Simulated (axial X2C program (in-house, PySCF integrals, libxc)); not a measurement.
## AlCu: from Re and ωe to a spectrum

A bond curve at the PBE0 level, two-component, was computed with an in-house all-electron X2C program for linear molecules (integrals from PySCF) (basis Cu dyall-cv3z [9s9p6d3f2g], Al dyall-v3z [8s8p2d1f] (cores contracted in-house)) for the state Ω = 0 (closed shell). Its fit gives Re = 2.3657 Å, ωe = 285.5 cm⁻¹, ωexe = 1.12 cm⁻¹ and αe = 1.006e-03 cm⁻¹; the masses are 62.9296 and 26.9815 u. Two-component means X2C with spin–orbit coupling and atomic mean-field Coulomb and Gaunt terms.

Find the reduced mass, Be and the force constant.

From the PBE0 values: μ = 18.8846 u. Be = 16.8576/(μ Re²) = 0.1595 cm⁻¹. k = 5.8918×10⁻⁷ μ ωe² = 0.907 mdyn/Å.

The dipole moment p changes by 2.20 D/Å at Re. What harmonic infrared intensity follows?

I = 42.256 × (dp/dR)²/μ = 11 km/mol.

Estimate De from a Morse curve and compare with the computed well depth of 2.146 eV to Cu + Al.

De(Morse) = ωe²/(4ωexe) = 2.256 eV against 2.146 eV computed, a ratio of 1.05. For De the Morse form works well here.

Give B0, the J = 1←0 line in GHz and the most populated J at 300 K (kT = 208.5 cm⁻¹).

B0 = Be − αe/2 = 0.159 cm⁻¹; 2B0 = 9.533 GHz; J(max) ≈ √(kT/2B0) − 1/2 = 25.1, so J = 25.

Where do the fundamental and the first overtone lie?

ν(1←0) = ωe − 2ωexe = 283.3 cm⁻¹; ν(2←0) = 2ωe − 6ωexe = 564.3 cm⁻¹.

The state is one determinant whose occupation by symmetry is held fixed; it was picked as the lowest of a PBE0 search that is not exhaustive. De is counted from the lowest determinant-based energies of the atoms at the same level, without counterpoise correction. In 2c an atomic determinant is not the ground J level, so De misses part of the atomic spin–orbit lowering. This holds for PBE0. The functionals have no current-density term, which raises determinants with orbital currents, atoms included.
